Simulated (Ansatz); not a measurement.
Geometry optimisation, RHF/def2-SVP in Ansatz 0.2.0.

Input:

```yaml
crystal:
  periodic: [false, false, false]
  atoms:
    - { symbol: "N", position_ang: [-2.7405, 0.6777, 0.3072] }
    - { symbol: C, position_ang: [-1.6751, -0.0596, 0.1583] }
    - { symbol: C, position_ang: [-0.4439, 0.3884, 0.1235] }
    - { symbol: Si, position_ang: [1.1523, -0.6204, -0.0649] }
    - { symbol: "N", position_ang: [2.1296, 0.1237, -1.1601] }
    - { symbol: O, position_ang: [2.0007, -0.7144, 1.2957] }
    - { symbol: H, position_ang: [-2.75191, 1.58261, -0.23402] }
    - { symbol: H, position_ang: [-3.62267, 0.23474, 0.23094] }
    - { symbol: H, position_ang: [-1.9052, -1.0991, 0.0976] }
    - { symbol: H, position_ang: [-0.2049, 1.4477, 0.2563] }
    - { symbol: H, position_ang: [0.789, -1.9697, -0.5856] }
    - { symbol: H, position_ang: [1.6656, 0.245, -2.0155] }
    - { symbol: H, position_ang: [2.8506, -0.4783, -1.3423] }
    - { symbol: H, position_ang: [2.4605, 0.0954, 1.5164] }
basis:
  gaussian: { orbitals: def2-SVP }
hamiltonian:
  xc: hf
relax:
  f_tol: 0.015
  max_steps: 40
output:
  orbitals: {}
```

Run as:

```bash
$ ansatz run input.yaml --threads 2 --pin off --max-ram 3072MiB --backend cpu --events-out ev --progress --plain --runs-dir out
```

Question: Where does it end, and by what steps?

Answer: The forces met the threshold. After 11 steps the energy has fallen by 0.954 eV; H11 moved furthest, 0.37 Å.

| step | energy less start (eV) | largest force component (eV/Å) | accepted |
| --- | --- | --- | --- |
| 0 | 0.0000 | 4.695 | yes |
| 1 | -0.7380 | 2.024 | yes |
| 2 | -0.9030 | 0.546 | yes |
| 3 | -0.9103 | 0.693 | yes |
| 4 | -0.9171 | 1.217 | yes |
| 5 | -0.9348 | 0.289 | yes |
| 6 | -0.9333 | 0.445 | no |
| 7 | -0.9495 | 0.100 | yes |
| 8 | -0.9529 | 0.148 | yes |
| 9 | -0.9530 | 0.150 | yes |
| 10 | -0.9520 | 0.323 | no |
| 11 | -0.9536 | 0.008 | yes |

```xyz
14
Properties=species:S:1:pos:R:3
N -2.809 0.647 0.289
C -1.643 -0.054 0.140
C -0.402 0.443 0.054
Si 1.090 -0.643 -0.055
N 2.120 0.002 -1.280
O 2.009 -0.761 1.321
H -2.783 1.632 0.123
H -3.657 0.202 0.008
H -1.795 -1.129 0.129
H -0.289 1.527 0.071
H 0.627 -2.035 -0.265
H 1.735 0.408 -2.110
H 3.025 -0.393 -1.453
H 2.476 0.007 1.610
```

Run time: 30 s on 2 threads of Intel(R) Xeon(R) 6975P-C (Granite Rapids) (shared host), peak memory 0.31 GiB.
